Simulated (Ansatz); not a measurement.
`CC[Si](F)(F)Cl` → `F[Si]F` + `CCCl` at 298.15 K and 1 bar (silylene formation by 1,1-elimination).

Computed with Ansatz on PBE0-D4/def2-TZVP structures; ΔE is electronic, products minus reactants. CBS: MP2 limit from def2 TZ/QZ plus the TZ coupled-cluster correction, frozen cores. This one scheme is used for every species. One conformer a species, not always the lowest.

| species | CCSD(T)/CBS energy (Eh) | H − E (kJ/mol) | S (J/(mol·K)) |
| --- | --- | --- | --- |
| `CC[Si](F)(F)Cl` | -1027.77234 | 217.3 | 368.8 |
| `F[Si]F` | -488.75686 | 23.6 | 256.9 |
| `CCCl` | -538.89655 | 188.1 | 274.6 |

H − E and S are ideal-gas, rigid-rotor, harmonic terms from PBE0-D4/def2-TZVP, for one conformer and one mirror image of each species. 1 Eh = 2625.50 kJ/mol, R = 8.31446 J/(mol·K).

Task: By hand: ΔE, ΔH, ΔS and ΔG.

Result: ΔE = (-488.75686) + (-538.89655) − (-1027.77234) = 0.11893 Eh = 312.3 kJ/mol. Δ(H − E) = 23.6 + 188.1 − 217.3 = -5.6, so ΔH = 306.7 kJ/mol. ΔS = 256.9 + 274.6 − 368.8 = 162.7 J/(mol·K). ΔG = 306.7 − 298.15 × (162.7)/1000 = 258.2 kJ/mol.

Task: By hand: the equilibrium constant, and the temperature at which ΔG would vanish if ΔH and ΔS stayed fixed.

Result: log₁₀ K = −ΔG/(RT ln 10) = -45.2. ΔG = 0 at ΔH/ΔS = 1885 K.

The number of gas molecules changes by +1, which sets the sign of ΔS. A doubt of 5 kJ/mol in ΔE shifts log₁₀ K by 0.9 here. Other conformers and mirror images would add mixing entropy, several J/(mol·K) or more a flexible species. These are equilibria of isolated gas molecules and say nothing of rates. Largest T1 diagnostic: 0.015 (customary marks: 0.02 for closed shells, 0.045 for open ones).
